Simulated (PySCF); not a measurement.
PySCF input file for C4H2BrCl, SMILES C#C/C=C(/Cl)Br, PBE-D3(BJ)/def2-SVP. Geometry: PBE-D3(BJ)/def2-SVP. The structure was generated by enumeration; whether it is a known compound was not checked.

```python
import numpy as np
from pyscf import gto, scf, dft, df
from pyscf.hessian import thermo

mol = gto.M(
    atom='''
    C     0.57012628   -3.29447328    0.00000000
    C     0.92977112   -2.12122361    0.00000000
    C     1.39238596   -0.78613682    0.00000000
    C     0.59533565    0.31929777    0.00000000
    Cl    1.26215606    1.91218744    0.00000000
    Br   -1.28868735    0.22059676    0.00000000
    H     0.23993002   -4.32371942    0.00000000
    H     2.48176027   -0.60913809    0.00000000
    ''',
    basis='def2-SVP',
    charge=0,
    spin=0,
    max_memory=1600,
    verbose=3,
)
mf = dft.RKS(mol, xc='pbe').density_fit(auxbasis='def2-universal-jkfit')
mf.disp = 'd3bj'
mf.grids.level = 3
mf.conv_tol = 1e-11
mf.max_cycle = 100
mf.kernel()

# [left out here: the lines that compute and print the analytic Hessian (its translational invariance restored by hand, since the grid's response is missing), thermochemistry and intensities]
```

It prints:

```
converged SCF energy = -3186.55774569475

WARN: DFTD3 does not support analytical Hessian, using finite difference


WARN: Mole.unit (angstrom) is changed to Bohr

Mode                                 0                   1                   2
Irrep
Freq [cm^-1]                      103.2956            135.7394            231.8011
Reduced mass [au]                   6.4411              4.6505             24.0561
Force const [Dyne/A]                0.0405              0.0505              0.7616
Char temp [K]                     148.6194            195.2988            333.5101
Normal mode                   x     y     z       x     y     z       x     y     z
       0   C                 0.18 -0.09  0.00    0.00 -0.00 -0.15   -0.03 -0.05 -0.00
       1   C                 0.03 -0.05 -0.00    0.00 -0.00  0.06    0.02 -0.06  0.00
       2   C                -0.03 -0.03 -0.00   -0.00 -0.00  0.17    0.03 -0.06  0.00
       3   C                -0.03 -0.02 -0.00   -0.00 -0.00  0.07    0.02 -0.06  0.00
       4  Cl                 0.02 -0.04  0.00    0.00 -0.00 -0.06   -0.12 -0.01 -0.00
       5  Br                -0.03  0.05 -0.00   -0.00  0.00  0.01    0.05  0.04  0.00
       6   H                 0.29 -0.13  0.00    0.00 -0.00 -0.31   -0.06 -0.04 -0.00
       7   H                -0.03 -0.00 -0.00   -0.00  0.00  0.23    0.03 -0.05  0.00
Mode                                 3                   4                   5
Irrep
Freq [cm^-1]                      287.6174            407.4691            438.8758
Reduced mass [au]                   6.8919              8.7628             12.6470
Force const [Dyne/A]                0.3359              0.8572              1.4352
Char temp [K]                     413.8174            586.2573            631.4446
Normal mode                   x     y     z       x     y     z       x     y     z
       0   C                -0.05  0.08  0.00   -0.00 -0.00 -0.05    0.05  0.09  0.00
       1   C                 0.19  0.00 -0.00    0.00 -0.00  0.14   -0.09  0.12 -0.00
       2   C                 0.10  0.02 -0.00    0.00 -0.00  0.00   -0.02  0.06  0.00
       3   C                -0.00 -0.05 -0.00    0.00 -0.00 -0.24   -0.05  0.01 -0.00
       4  Cl                 0.00 -0.06  0.00    0.00  0.00  0.03   -0.03 -0.11  0.00
       5  Br                -0.03  0.02  0.00   -0.00  0.00  0.01    0.03  0.00  0.00
       6   H                -0.20  0.13  0.00   -0.00 -0.00 -0.17    0.13  0.07 -0.00
       7   H                 0.08  0.14 -0.00    0.00 -0.00  0.09   -0.02  0.05  0.00
Mode                                 6                   7                   8
Irrep
Freq [cm^-1]                      475.5380            569.8287            607.8543
Reduced mass [au]                   3.2113              6.8909              1.2571
Force const [Dyne/A]                0.4279              1.3183              0.2737
Char temp [K]                     684.1933            819.8566            874.5670
Normal mode                   x     y     z       x     y     z       x     y     z
       0   C                 0.00  0.00 -0.05    0.04  0.01 -0.00   -0.00 -0.00 -0.13
       1   C                -0.00  0.00  0.18   -0.11  0.06 -0.00    0.00 -0.00  0.04
       2   C                 0.00  0.00 -0.12    0.16 -0.04  0.00    0.00  0.00  0.01
       3   C                -0.00 -0.00  0.11    0.15 -0.04 -0.00   -0.00  0.00 -0.00
       4  Cl                -0.00 -0.00  0.00   -0.01  0.00  0.00   -0.00 -0.00 -0.00
       5  Br                 0.00  0.00 -0.01   -0.03  0.00  0.00    0.00  0.00  0.00
       6   H                 0.00  0.00 -0.16    0.01  0.02  0.00    0.00 -0.00  0.88
       7   H                 0.00  0.00 -0.47    0.19 -0.20  0.00    0.00  0.00  0.04
Mode                                 9                  10                  11
Irrep
Freq [cm^-1]                      658.9127            789.8259            882.2527
Reduced mass [au]                   1.2425              1.4330             11.1057
Force const [Dyne/A]                0.3178              0.5267              5.0931
Char temp [K]                     948.0287           1136.3836           1269.3652
Normal mode                   x     y     z       x     y     z       x     y     z
       0   C                -0.12  0.04  0.00   -0.00 -0.00  0.00    0.01  0.03 -0.00
       1   C                 0.03 -0.01 -0.00   -0.00 -0.00 -0.04   -0.04  0.04  0.00
       2   C                 0.02 -0.00 -0.00    0.00  0.00  0.15    0.06 -0.04  0.00
       3   C                 0.02 -0.01 -0.00    0.00  0.00 -0.05   -0.16 -0.20  0.00
       4  Cl                -0.00  0.00  0.00    0.00  0.00  0.01    0.02  0.05 -0.00
       5  Br                -0.00  0.00 -0.00   -0.00 -0.00 -0.00    0.01  0.00 -0.00
       6   H                 0.85 -0.27 -0.00    0.00 -0.00  0.05    0.04  0.03  0.00
       7   H                 0.02 -0.01 -0.00    0.00  0.00 -0.82    0.03  0.10 -0.00
Mode                                12                  13                  14
Irrep
Freq [cm^-1]                     1030.0818           1211.4235           1585.7331
Reduced mass [au]                   3.4098              1.3974              8.8849
Force const [Dyne/A]                2.1317              1.2083             13.1632
Char temp [K]                    1482.0584           1742.9686           2281.5169
Normal mode                   x     y     z       x     y     z       x     y     z
       0   C                -0.04 -0.12  0.00   -0.01 -0.03  0.00    0.01  0.03 -0.00
       1   C                -0.06 -0.05 -0.00    0.02 -0.01 -0.00   -0.01  0.00  0.00
       2   C                 0.13  0.13 -0.00    0.06  0.06 -0.00    0.08 -0.20  0.00
       3   C                -0.05  0.05 -0.00   -0.11  0.05  0.00   -0.10  0.16  0.00
       4  Cl                 0.00 -0.01  0.00    0.00 -0.00  0.00   -0.00 -0.01 -0.00
       5  Br                 0.00  0.00 -0.00    0.00  0.00 -0.00    0.00 -0.00  0.00
       6   H                -0.02 -0.15 -0.00   -0.02 -0.03 -0.00    0.02  0.04  0.00
       7   H                 0.09  0.45  0.00    0.21 -0.80  0.00    0.04  0.17 -0.00
Mode                                15                  16                  17
Irrep
Freq [cm^-1]                     2145.6112           3091.2267           3407.1352
Reduced mass [au]                   6.3084              1.0883              1.1541
Force const [Dyne/A]               17.1108              6.1273              7.8935
Char temp [K]                    3087.0568           4447.5870           4902.1090
Normal mode                   x     y     z       x     y     z       x     y     z
       0   C                 0.05  0.15 -0.00   -0.00  0.00 -0.00   -0.03 -0.10  0.00
       1   C                -0.07 -0.21  0.00    0.00  0.00  0.00    0.01  0.03 -0.00
       2   C                 0.01  0.04  0.00   -0.08 -0.01  0.00   -0.00 -0.00 -0.00
       3   C                -0.00  0.00  0.00    0.00 -0.00  0.00    0.00 -0.00 -0.00
       4  Cl                -0.00 -0.00 -0.00    0.00  0.00 -0.00    0.00  0.00  0.00
       5  Br                 0.00  0.00  0.00    0.00 -0.00  0.00   -0.00  0.00 -0.00
       6   H                 0.09  0.27  0.00   -0.00  0.00  0.00    0.28  0.88 -0.00
       7   H                 0.02  0.01  0.00    0.94  0.15  0.00   -0.00 -0.00 -0.00
temperature 298.1500 [K]
pressure 101325.00 [Pa]
Rotational constants [GHz] 2.14138 1.46339 0.86931
Symmetry number 1
Zero-point energy (ZPE) 0.04114 [Eh]   108024.118 [J/mol]
                           tot       elec      trans        rot        vib
Entropy [J/mol/K]       352.575      0.000    172.457    121.996     58.122
Cv [J/mol/K]             93.210      0.000     12.472     12.472     68.267
Cp [J/mol/K]            101.525      0.000     20.786     12.472     68.267
Internal energy [J/mol]                      3718.434   3718.434 118049.982
Internal energy [Eh]   -3186.50995  -3186.55775
Enthalpy [J/mol]                             6197.391   3718.434 118049.982
Enthalpy [Eh]          -3186.50901
Gibbs free energy [J/mol]                  -45220.617 -32654.668 100720.985
Gibbs free energy [Eh] -3186.54904
mode   freq/cm-1   IR/(km/mol)
   1      103.30         0.152
   2      135.74         0.465
   3      231.80         0.170
   4      287.62         2.935
   5      407.47         0.204
   6      438.88         5.037
   7      475.54         9.799
   8      569.83        23.219
   9      607.85        39.475
  10      658.91        40.125
  11      789.83        12.599
  12      882.25       139.432
  13     1030.08        15.456
  14     1211.42        17.394
  15     1585.73        40.175
  16     2145.61         1.351
  17     3091.23         5.819
  18     3407.14        94.178
max |gradient| / (hartree/bohr): 2.9059835499994772e-05
APT charges: [-0.2942  0.0052 -0.1472  0.6952 -0.3484 -0.189   0.2191  0.0592]
```

Self-consistency was reached.
